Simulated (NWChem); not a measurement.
Molecule: AgH2OCl; SMILES [OH2]->[Ag][Cl]

Program: NWChem. The geometry was optimised at PBE0/def2-SVP. def2 effective core potentials on Ag; no spin-orbit coupling.

Q: Predict the results for B97-2/def2-SVP. Quantities: highest occupied level (eV); orbital gap (eV); dipole (D).

A: 
* **highest occupied level (eV)**: -6.41
* **orbital gap (eV)**: 4.98
* **dipole (D)**: 8.69
